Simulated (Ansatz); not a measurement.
Abridged output of a molecular run in Ansatz:

```
Functional definition: HF
1610 factors; integrals over basis functions are off by at most 9.5e-4 eV
mean field evaluation 1: about -68525.7257 eV, gradient 3.5e1 eV
mean field evaluation 2: about -68526.0668 eV, gradient 3.5e1 eV
mean field evaluation 4: about -68529.4627 eV, gradient 4.5e0 eV
mean field evaluation 8: about -68529.5299 eV, gradient 3.4e-1 eV
mean field -68529.53044688 eV, -2518.4137929388 hartree, gradient 5.2e-6 eV, S^2 0.000000; 0 other end points of the search recorded, 0 dependent functions left out
17 core orbitals not correlated: weight in the atoms' cores, before any rotation towards them, 1.000 or more for the frozen orbitals, at most 0.000 for the correlated occupied ones
reference -68529.53044688 eV, -2518.4137929388 hartree; 19, 19 occupied and 231, 231 virtual orbitals, 1610 factors
second order -24.87649986 eV of doubles, -0.00000000 eV of singles
cycle   1  -24.80472320 eV  change    7.2e-2 eV  update   1.3e-1
cycle   2  -25.63254692 eV  change   -8.3e-1 eV  update   4.2e-2
cycle   3  -25.80564102 eV  change   -1.7e-1 eV  update   2.0e-2
cycle   4  -25.79325035 eV  change    1.2e-2 eV  update   5.3e-3
cycle   5  -25.79179160 eV  change    1.5e-3 eV  update   2.2e-3
cycle   6  -25.79303437 eV  change   -1.2e-3 eV  update   6.9e-4
cycle   7  -25.79289572 eV  change    1.4e-4 eV  update   2.6e-4
cycle   8  -25.79287706 eV  change    1.9e-5 eV  update   1.1e-4
cycle   9  -25.79292262 eV  change   -4.6e-5 eV  update   4.1e-5
perturbative correction -1.10799576 eV, -0.0407180932 hartree
Total energy: -68556.43136526 eV, -2519.4023834552 hartree
```

Its atoms:

```xyz
11

Si   -1.580   -2.008    0.908
C    -0.370   -0.983    0.051
C     0.450   -0.310   -0.535
O     1.319    0.389   -1.162
Ge    1.462    2.166   -0.746
H    -1.945   -1.389    2.210
H    -1.024   -3.361    1.169
H    -2.817   -2.156    0.098
H     1.833    2.233    0.737
H     2.575    2.630   -1.684
H     0.097    2.790   -1.047
```

Task: Which basis set was used?
A. def2-SVPD
B. def2-TZVPP
C. cc-pV(D+d)Z
D. def2-QZVPP

Result: B. It gives 267 functions.

Task: Write the keys of the input that set method, charge and spin (a neutral closed shell needs none for the last two).

Result: 
```yaml
correlation: {method: ccsd_t}
```
